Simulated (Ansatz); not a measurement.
**Worked example: InH2I + C2H7N → InH2(NH2) + C2H5I**

Species: InH2I `[InH2][I]`, singlet; C2H7N (ethanamine) `CCN`, singlet; InH2(NH2), singlet; C2H5I `CCI`, singlet. The partners trade I for NH2: In–I and C–NH2 bonds give way to In–NH2 and C–I.

Shapes, held fixed at every level: PBE0-D4/def2-TZVP. Flexible molecules stand in one conformer, not always the lowest. Programs: Ansatz 0.2.0. The zero-point and thermal change to 298 K, harmonic and unscaled (PBE0-D4/def2-TZVP), is -7.2 kJ/mol.

At CCSD(T)/def2-TZVPP; 1 Eh = 2625.50 kJ/mol:

```
  species  energy (Eh)
    InH2I  -487.854841
    C2H7N  -134.942757
InH2(NH2)  -246.543445
    C2H5I  -376.217188
```

Problem. Work out ΔH(298 K) of the reaction at this level.

Solution. 
1. Products less reactants: (-246.543445) + (-376.217188) − [(-487.854841) + (-134.942757)] = 0.036965 Eh = +97.1 kJ/mol.
2. With the thermal change: +97.1 + (-7.2) = +89.9 kJ/mol.

Other levels give +93.1 (PBE-D4/def2-TZVPP) to +149.3 kJ/mol (HF/def2-SVP). No measured value is set beside it here. For atoms past krypton def2 sets carry core potentials with scalar relativity. Correlated rows may include outer-core shells of I, In, which these sets cover unevenly.
